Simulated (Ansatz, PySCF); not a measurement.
Torsion H4–O1–Se2–O3 in H2O2Se (SMILES O[Se]O); at each angle all else is relaxed with GFN2-xTB, and the levels are single points there.
Geometry at 90° (charge 0, multiplicity 1):
```json
[
 {"atom": "O", "x (Å)": "1.1637", "y (Å)": "0.4819", "z (Å)": "-0.3330"},
 {"atom": "Se", "x (Å)": "-0.1821", "y (Å)": "-0.6801", "z (Å)": "-0.5449"},
 {"atom": "O", "x (Å)": "-0.4084", "y (Å)": "-1.1613", "z (Å)": "1.1624"},
 {"atom": "H", "x (Å)": "2.0156", "y (Å)": "0.0405", "z (Å)": "-0.3998"},
 {"atom": "H", "x (Å)": "-0.9316", "y (Å)": "-0.5056", "z (Å)": "1.6335"}
]
```
Energies count from the point at 90°.

Frozen-core correlation. Filled d and f shells under p-block atoms count as core. CBS: X⁻³ extrapolation of the correlation energy, Hartree–Fock from the larger set.

Codes used: Ansatz (Gaussian orbitals); PySCF for the dispersion terms. Values without a source in brackets are computed.

Energies in meV.

```json
[
 {"dihedral (°)": "0", "HF/cc-pVQZ": "290.7", "BLYP-D4/def2-TZVPP": "320.5", "MP2/CBS(cc-pVTZ, cc-pVQZ)": "318.1", "CCSD(T)/CBS(cc-pVTZ, cc-pVQZ)": "312.1"},
 {"dihedral (°)": "30", "HF/cc-pVQZ": "179.4", "BLYP-D4/def2-TZVPP": "198.7", "MP2/CBS(cc-pVTZ, cc-pVQZ)": "199.9", "CCSD(T)/CBS(cc-pVTZ, cc-pVQZ)": "195.5"},
 {"dihedral (°)": "60", "HF/cc-pVQZ": "35.6", "BLYP-D4/def2-TZVPP": "(withheld)", "MP2/CBS(cc-pVTZ, cc-pVQZ)": "43.1", "CCSD(T)/CBS(cc-pVTZ, cc-pVQZ)": "41.9"},
 {"dihedral (°)": "90", "HF/cc-pVQZ": "0.0", "BLYP-D4/def2-TZVPP": "0.0", "MP2/CBS(cc-pVTZ, cc-pVQZ)": "0.0", "CCSD(T)/CBS(cc-pVTZ, cc-pVQZ)": "0.0"},
 {"dihedral (°)": "120", "HF/cc-pVQZ": "100.9", "BLYP-D4/def2-TZVPP": "110.5", "MP2/CBS(cc-pVTZ, cc-pVQZ)": "109.4", "CCSD(T)/CBS(cc-pVTZ, cc-pVQZ)": "106.6"},
 {"dihedral (°)": "150", "HF/cc-pVQZ": "243.6", "BLYP-D4/def2-TZVPP": "(withheld)", "MP2/CBS(cc-pVTZ, cc-pVQZ)": "274.5", "CCSD(T)/CBS(cc-pVTZ, cc-pVQZ)": "268.9"},
 {"dihedral (°)": "180", "HF/cc-pVQZ": "302.5", "BLYP-D4/def2-TZVPP": "(withheld)", "MP2/CBS(cc-pVTZ, cc-pVQZ)": "344.1", "CCSD(T)/CBS(cc-pVTZ, cc-pVQZ)": "338.1"},
 {"dihedral (°)": "210", "HF/cc-pVQZ": "239.1", "BLYP-D4/def2-TZVPP": "272.5", "MP2/CBS(cc-pVTZ, cc-pVQZ)": "263.3", "CCSD(T)/CBS(cc-pVTZ, cc-pVQZ)": "258.2"},
 {"dihedral (°)": "240", "HF/cc-pVQZ": "115.8", "BLYP-D4/def2-TZVPP": "118.4", "MP2/CBS(cc-pVTZ, cc-pVQZ)": "114.9", "CCSD(T)/CBS(cc-pVTZ, cc-pVQZ)": "113.2"},
 {"dihedral (°)": "270", "HF/cc-pVQZ": "52.4", "BLYP-D4/def2-TZVPP": "47.6", "MP2/CBS(cc-pVTZ, cc-pVQZ)": "43.6", "CCSD(T)/CBS(cc-pVTZ, cc-pVQZ)": "44.2"},
 {"dihedral (°)": "300", "HF/cc-pVQZ": "117.7", "BLYP-D4/def2-TZVPP": "119.0", "MP2/CBS(cc-pVTZ, cc-pVQZ)": "119.4", "CCSD(T)/CBS(cc-pVTZ, cc-pVQZ)": "117.7"},
 {"dihedral (°)": "330", "HF/cc-pVQZ": "249.7", "BLYP-D4/def2-TZVPP": "266.1", "MP2/CBS(cc-pVTZ, cc-pVQZ)": "268.9", "CCSD(T)/CBS(cc-pVTZ, cc-pVQZ)": "263.3"}
]
```

Problem. Complete the blanks.

Solution. 
- 60, BLYP-D4/def2-TZVPP: 41.4
- 180, BLYP-D4/def2-TZVPP: 361.7
- 150, BLYP-D4/def2-TZVPP: 284.9

Ansatz is a first-principles code.
